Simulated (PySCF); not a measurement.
Precursor series Y F-NH2. Gas-phase values, no solvent. One relaxed conformer stands for each flexible species; it need not be the lowest.

The LUMO from two functionals at the same geometries (r2SCAN-D4/def2-SVP), both in PySCF: PBE-D3(BJ)/def2-TZVP and B3LYP-D3(BJ)/def2-TZVP. B3LYP has the VWN-RPA correlation part, as in Gaussian. 

```json
[
 {"species": "0 of 3 F replaced by NH2 ([Y(F)3])", "PBE-D3(BJ)/def2-TZVP (eV)": "-3.15", "B3LYP-D3(BJ)/def2-TZVP (eV)": "-2.79"},
 {"species": "1 of 3 F replaced by NH2 ([Y(F)2(NH2)])", "PBE-D3(BJ)/def2-TZVP (eV)": "-2.64", "B3LYP-D3(BJ)/def2-TZVP (eV)": "-2.26"},
 {"species": "2 of 3 F replaced by NH2 ([Y(F)(NH2)2])", "PBE-D3(BJ)/def2-TZVP (eV)": "-2.21", "B3LYP-D3(BJ)/def2-TZVP (eV)": "-1.83"}
]
```

Over these rows, drawn at random from the members with no instability flagged (it was tested for open shells, ions and some series alone), PBE minus B3LYP-D3(BJ): mean -0.37 eV, from -0.39 eV to -0.36 eV.
